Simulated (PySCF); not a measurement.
From a computed spectrum to the compound

A species of 7 atoms with charge 3 has these harmonic modes (PBE0, small Gaussian bases with core potentials, PySCF 2.14.0):

```tsv
cm⁻¹	km/mol	symmetry
54	0.8	
93	0.8	
141	0.2	
470	8.5	
481	48.7	
658	73.2	
676	47.0	
706	212.4	
715	682.1	
1656	218.8	
1659	90.8	
3469	1220.5	
3490	61.0	
3503	371.0	
3510	777.9
```

Task: Which species is it, and in which structure?

Result: [Y(H2O)2]3+ (singlet):
```xyz
7

Y    -0.3481   -0.1041   -0.0037
O     0.8167    0.1955    1.8112
H     1.7148    0.6082    1.9201
H     0.5646   -0.0397    2.7451
O     0.8292    0.2970   -1.7931
H     1.7513   -0.0001   -2.0192
H     0.5518    0.8013   -2.6054
```
Ideal gas at 298.15 K and 1 bar: S = 332.3 J/(mol K), Cp = 83.2 J/(mol K), H − H(0 K) = 18.3 kJ/mol (rigid rotor, harmonic modes, spin degeneracy alone; the modes under 60 cm⁻¹ make these uncertain). 
 This is one of several that fit.
